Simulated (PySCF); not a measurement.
C₈H₁₁AsO.
SMILES with atom numbers: `[cH:1]1[cH:2][o:3][c:4]([C@@H:5]2[CH2:6][CH2:7][AsH:8][CH2:9]2)[cH:10]1` (hydrogens: H11 on C1; H12 on C2; H13 on C5; H14, H15 on C6; H16, H17 on C7; H18 on As8; H19, H20 on C9; H21 on C10)

Computed, not measured: TDDFT PBE0/def2-SVPD, vertical, gas phase, core orbitals frozen in the response in PySCF 2.14.0, density-fitted response routines. The structure is a single PBE0-D3(BJ)/def2-SVP conformer in the gas phase; no vibrational or solvent corrections. Relativistic effects, spin–orbit coupling among them, are left out although an element past zinc is present.

Computed states:

```tsv
state	E (eV)	f
S1	5.65	0.114
S2	5.80	0.188
S3	6.06	0.046
S4	6.12	0.083
S5	6.30	0.020
S6	6.43	0.0022
S7	6.66	0.016
S8	6.67	0.023
S9	6.75	0.026
S10	6.92	0.076
```

Broadening: Gaussians 0.4 eV wide at half height, area fixed by f = 4.319×10⁻⁹ ∫ε dν̃. The width is an assumption, not a result. The curve ends short of the highest state used, and states not computed would add to its high-energy end.

(1) What does the envelope look like, and where are its maxima?

(2) Coming from long wavelengths, where does ε first pass 100 L mol⁻¹ cm⁻¹?

(3) On this curve, what absorbance would a 10⁻³ mol/L sample give at 222 nm over a 1 cm path?

Results:

(1) 
λ (nm), ε (L mol⁻¹ cm⁻¹) and a bar:
```
    196.1       5707 #########
    198.2       7642 ############
    200.4       9809 ###############
    202.5      11703 ##################
    204.7      13469 #####################
    206.9      15195 #######################
    209.0      16910 ##########################
    211.2      18572 ############################
    213.3      19583 ##############################
    215.5      19561 ##############################
    217.6      18315 ############################
    219.8      15892 ########################
    221.9      12933 ####################
    224.1       9685 ###############
    226.3       6738 ##########
    228.4       4456 #######
    230.6       2698 ####
    232.7       1568 ##
    234.9        832 #
    237.0        428 #
    239.2        201 
    241.3         92 
    243.5         39 
    245.7         15
```

Maxima: 214 nm (5.78 eV), ε about 20000, made up of S1 (28%) and S2 (64%) (ε in L mol⁻¹ cm⁻¹; maxima over ε = 5, shares over 10%).

(2) At about 241 nm (5.14 eV), 0.50 eV below S1.

(3) 222 nm is 5.585 eV, where ε is about 13000 L mol⁻¹ cm⁻¹, so A = ε c l ≈ 13 (Beer–Lambert, with the gas-phase spectrum and the assumed width).

The vertical ionisation energy (ΔSCF) is 7.97 eV, 1.05 eV above S10.
